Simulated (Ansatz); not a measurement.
Geometry optimisation, DFT PBE, scalar-relativistic, plane waves, PAW (Ansatz 0.2.0).

Input:

```yaml
crystal:
  lattice:
    - [6.98, 0.0, 0.0]
    - [0.0, 6.98, 0.0]
    - [0.0, 0.0, 6.98]
  atoms:
    - { symbol: Li, position: [0.0, 0.0, 0.0] }
    - { symbol: Li, position: [0.5, 0.0, 0.0] }
    - { symbol: Li, position: [0.0, 0.5, 0.0] }
    - { symbol: Li, position: [0.0, 0.0, 0.5] }
    - { symbol: Li, position: [0.25, 0.25, 0.25] }
    - { symbol: Li, position: [0.5, 0.5, 0.0] }
    - { symbol: Li, position: [0.5, 0.0, 0.5] }
    - { symbol: Li, position: [0.75, 0.25, 0.25] }
    - { symbol: Li, position: [0.0, 0.5, 0.5] }
    - { symbol: Li, position: [0.25, 0.75, 0.25] }
    - { symbol: Li, position: [0.25, 0.25, 0.75] }
    - { symbol: Li, position: [0.5, 0.5, 0.5] }
    - { symbol: Li, position: [0.75, 0.75, 0.25] }
    - { symbol: Li, position: [0.75, 0.25, 0.75] }
    - { symbol: Li, position: [0.25, 0.75, 0.75] }
    - { symbol: Li, position: [0.75, 0.75, 0.75] }
    - { symbol: C, position: [0.25053804, 1.00184018, 0.37557972] }
basis:
  ecutwfc: 420.0
kpoints:
  mp_grid: { grid: [3, 3, 3] }
hamiltonian:
  xc: pbe
scf:
  occupations: { method: fermi_dirac, width: 0.15 }
  lower_state_search: "off"
relax:
  f_tol: 0.03
  max_steps: 60
  adjacent_minimum: "off"
```

Launched with:

```bash
$ ansatz run input.yaml --threads 2 --pin off --max-ram 5120MiB --backend cpu --events-out ev --progress --plain --runs-dir out
```

Problem. Where does it end, and by what steps?

Solution. The forces met the threshold. The force dipped under the threshold on the way, but the program's further checks kept it going. Limits of this set-up: coarse k mesh. After 8 steps the energy has fallen by 0.949 eV; Li1 moved furthest, 0.78 Å. Joined: Li1–Li2, Li1–Li4, Li2–Li7, Li5–Li11, Li10–Li15, Li11–Li15.

```json
{"step": "0", "energy less start (eV)": "0.0000", "largest force component (eV/Å)": "0.349", "accepted": "yes"}
{"step": "1", "energy less start (eV)": "-0.2606", "largest force component (eV/Å)": "0.232", "accepted": "yes"}
{"step": "2", "energy less start (eV)": "-0.5096", "largest force component (eV/Å)": "0.186", "accepted": "yes"}
{"step": "3", "energy less start (eV)": "-0.7645", "largest force component (eV/Å)": "0.129", "accepted": "yes"}
{"step": "4", "energy less start (eV)": "-0.9467", "largest force component (eV/Å)": "0.029", "accepted": "yes"}
{"step": "5", "energy less start (eV)": "-0.9467", "largest force component (eV/Å)": "0.030", "accepted": "yes"}
{"step": "6", "energy less start (eV)": "-0.9472", "largest force component (eV/Å)": "0.036", "accepted": "yes"}
{"step": "7", "energy less start (eV)": "-0.9494", "largest force component (eV/Å)": "0.002", "accepted": "yes"}
{"step": "8", "energy less start (eV)": "-0.9494", "largest force component (eV/Å)": "0.002", "accepted": "yes"}
```

```xyz
17
Lattice="6.9800 0.0000 0.0000 0.0000 6.9800 0.0000 0.0000 0.0000 6.9800" Properties=species:S:1:pos:R:3
Li 0.402 0.001 0.671
Li 3.088 0.001 0.671
Li 0.249 3.491 -0.296
Li -0.210 0.001 3.259
Li 1.745 1.956 1.977
Li 3.242 3.491 -0.296
Li 3.700 0.001 3.259
Li 5.235 1.976 1.563
Li -0.230 3.491 3.672
Li 1.745 5.025 1.976
Li 1.745 1.344 4.564
Li 3.720 3.491 3.672
Li 5.235 5.006 1.563
Li 5.235 1.497 5.532
Li 1.745 5.638 4.564
Li 5.235 5.485 5.532
C 1.745 6.981 2.618
```

Whether the end is a true minimum wasn't checked by a vibrational analysis.

Time of the run: 56 s on 2 CPU threads of a shared host.
